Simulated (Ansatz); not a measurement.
Reactions of `CS[Si](F)(F)Cl`.

Isolated molecules relaxed with PBE0-D4/def2-TZVP in Ansatz; ΔE leaves out vibrations. CCSD(T)/CBS adds triple-zeta CCSD(T) − MP2 to the extrapolated MP2 energy (def2 sets, frozen cores). This one scheme is used for every species. def2 core potentials past Kr. For Ga, I outer-core shells are correlated without core-valence functions, which leaves a few kJ/mol of doubt a bond. Scalar relativity is left out up to krypton. Each species was taken in one conformer, which may not be the lowest.

(1) Order these by ΔE at CCSD(T)/CBS, lowest first. (Best estimate.)
A. `CS[Si](F)(F)Cl` + CH₃OH → `CO[Si](F)(F)SC` + HCl
B. `CS[Si](F)(F)Cl` + `C[Si](O)(O)F` → `CO[Si](C)(O)F` + `F[Si](F)(S)Cl`
C. `CS[Si](F)(F)Cl` + `[Cl][Ga]([Cl])[I]` → `F[Si](F)(Cl)I` + `C[S][Ga]([Cl])[Cl]`

Largest T1 diagnostic: 0.011, for `C[S][Ga]([Cl])[Cl]`.

Answers

(1) A (-0.20 eV), C (+0.22 eV), B (+0.51 eV).
